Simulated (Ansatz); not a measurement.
Basis sets compared for Cu(NH3)Cl (CuNClH3). Total charge 0; singlet. Geometry B3LYP-D4/def2-TZVP. Ansatz on 4 threads of Arm Neoverse V2 on a shared host; times are rough, and most runs start from earlier orbitals.

Cartesian coordinates in Å:
```
Cu 1.101 -0.224 -0.189
N -0.789 0.161 0.135
H -1.136 0.872 -0.503
H -0.941 0.498 1.082
H -1.363 -0.669 0.010
Cl 3.128 -0.638 -0.535
```

The 6-31G sets use Cartesian d functions. B3LYP takes the VWN-RPA correlation.

Binding counts from free atoms (Cu doublet, N quartet, H doublet, Cl doublet) in the same basis, without a counterpoise term.

| level | functions | energy (Eh) | HOMO (eV) | LUMO (eV) | binding per atom (eV) | wall time |
| --- | --- | --- | --- | --- | --- | --- |
| HF/STO-3G | 35 | -2130.3423 | -3.46 | 4.80 | – | 0.25 s |
| HF/6-31G | 57 | -2154.3615 | -9.31 | 2.16 | 2.14 | 0.25 s |
| PBE-D4/def2-SVP | 78 | -2156.4312 | -4.35 | -1.26 | 3.16 | 0.65 s |
| B3LYP-D4/6-31G | 57 | -2157.0699 | -5.41 | -0.74 | 3.09 | 0.65 s |
| PBE0-D4/def2-SVP | 78 | -2156.4825 | -5.97 | -0.47 | 3.06 | 0.8 s |

Q: Estimate the rows for PBE-D4/def2-TZVP, B3LYP-D4/def2-TZVP, PBE0-D4/def2-TZVP (with forces).

A: 
```tsv
level	functions	energy (Eh)	HOMO (eV)	LUMO (eV)	binding per atom (eV)	wall time
PBE-D4/def2-TZVP	131	-2156.9182	-5.03	-1.65	3.10	0.95 s
B3LYP-D4/def2-TZVP	131	-2157.4884	-6.29	-1.19	3.03	1.2 s
PBE0-D4/def2-TZVP (with forces)	131	-2156.9545	-6.54	-0.83	3.02	1.8 s
```
